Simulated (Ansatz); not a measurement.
`B[SiH2]C` and `B[SiH2]Br` differ in one atom or group.

Ansatz, PBE0-D4/def2-TZVP geometries, multiplicity 1. 

Scalar relativity is left out up to krypton. Spin–orbit coupling is left out; it splits and shifts lone-pair levels of the heavy atoms by tenths of an eV.

```tsv
property	`B[SiH2]C`
LUMO energy (ωB97M-V/def2-TZVPP) / eV	-0.36
LUMO energy (B3LYP/def2-TZVPP) / eV	-2.52
HOMO–LUMO gap (ωB97M-V/def2-TZVPP) / eV	9.92
size of the dipole moment (ωB97M-V/def2-TZVPP) / D	0.73
HOMO energy (PBE/def2-TZVPP) / eV	-6.88
size of the dipole moment (PBE/def2-TZVPP) / D	0.75
```

**Question.** Give the same properties after the change, and the shifts. (Best estimate.)

**Answer.** The calculation gave: 
| property | `B[SiH2]Br` | shift |
| --- | --- | --- |
| LUMO energy (ωB97M-V/def2-TZVPP) / eV | -0.82 | -0.46 |
| LUMO energy (B3LYP/def2-TZVPP) / eV | -3.00 | -0.48 |
| HOMO–LUMO gap (ωB97M-V/def2-TZVPP) / eV | 9.37 | -0.55 |
| size of the dipole moment (ωB97M-V/def2-TZVPP) / D | 1.68 | 0.95 |
| HOMO energy (PBE/def2-TZVPP) / eV | -6.81 | 0.07 |
| size of the dipole moment (PBE/def2-TZVPP) / D | 1.53 | 0.78 |

With PBE0 the HOMO rises by 0.06 eV and the LUMO falls by 0.49 eV, so the gap narrows by about 0.55 eV. PBE moves the HOMO by 0.07 eV and ωB97M-V by 0.08 eV. Dipoles are sizes alone; their direction can turn.

B3LYP here is the variant with VWN-RPA as its local correlation; programs differ in this.
